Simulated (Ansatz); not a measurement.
Harmonic frequencies (cm⁻¹) at PBE0-D4/def2-TZVP from Ansatz: 91, 161, 178, 186, 202, 224, 314, 373, 411, 596, 648, 696.

**Question.** Which molecule is it?
A. `[O]=[W]([OH])([OH])([F])[F]`
B. `[O]=[W]([F])([Cl])([Cl])[Cl]`
C. `[NH2][W](=[O])(=[O])[Cl]`
D. `[F][W]([F])(=[S])([Cl])[Cl]`

**Answer.** D.
